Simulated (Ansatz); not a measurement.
A geometry relaxed with B3LYP-D3(BJ)/def2-TZVP (Ansatz, a quantum-chemistry and plane-wave program), charge 0, multiplicity 1:

```xyz
13

H      1.1072     1.8250     0.3440
C     -0.5403     0.5991    -0.0575
H     -2.7531    -0.9265    -0.5912
H     -1.1132    -1.9446     0.8730
Si    -1.3120    -1.1051    -0.3301
H      2.2826    -0.2027     1.3052
C     -1.4144     1.7222    -0.1406
C      0.7618     0.8040     0.2047
N     -2.1597     2.6001    -0.2174
H      2.5930    -0.0892    -0.4161
H      1.4096    -1.2587     0.1856
C      1.8034    -0.2524     0.3233
H     -0.6648    -1.7710    -1.4830
```

Problem. Write the SMILES of this molecule.

Solution. `C/C=C(\[SiH3])C#N`
